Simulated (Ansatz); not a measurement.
Computed with Ansatz.

Basis-set series for Br$_{3}$ClHf (`[Cl][Hf]([Br])([Br])[Br]`). The species carries charge 0 and has multiplicity 1. Hf: def2 effective core potential. Geometry: relaxed with PBE0-D4/def2-TZVP.

| atom | x (Å) | y (Å) | z (Å) |
| --- | --- | --- | --- |
| Cl1 | -1.0173 | -2.0631 | -0.4368 |
| Hf2 | -0.0122 | -0.0250 | -0.0052 |
| Br3 | -1.6863 | 1.7770 | -0.2314 |
| Br4 | 0.8942 | -0.0304 | 2.2925 |
| Br5 | 1.8216 | 0.3415 | -1.6191 |

| functional | basis | functions | energy (Eh) | HOMO (eV) | LUMO (eV) |
| --- | --- | --- | --- | --- | --- |
| PBE0-D4 | def2-SVP | 146 | -8228.87407 | -8.93 | -2.37 |
| PBE0-D4 | def2-TZVPP | 242 | -8229.98208 | -8.91 | -2.32 |
| ωB97M-V | def2-SVP | 146 | -8229.40125 | -11.04 | -0.31 |
| ωB97M-V | def2-TZVPP | 242 | -8230.50267 | -11.04 | -0.29 |

**Question.** Give the rows for def2-QZVPP. (Estimate.)

**Answer.** The calculation gave: 
```json
{"functional": "PBE0-D4", "basis": "def2-QZVPP", "functions": "418", "energy (Eh)": "-8230.15351", "HOMO (eV)": "-8.91", "LUMO (eV)": "-2.33"}
{"functional": "ωB97M-V", "basis": "def2-QZVPP", "functions": "418", "energy (Eh)": "-8230.66757", "HOMO (eV)": "-11.04", "LUMO (eV)": "-0.31"}
```

Scalar relativity is left out up to krypton.
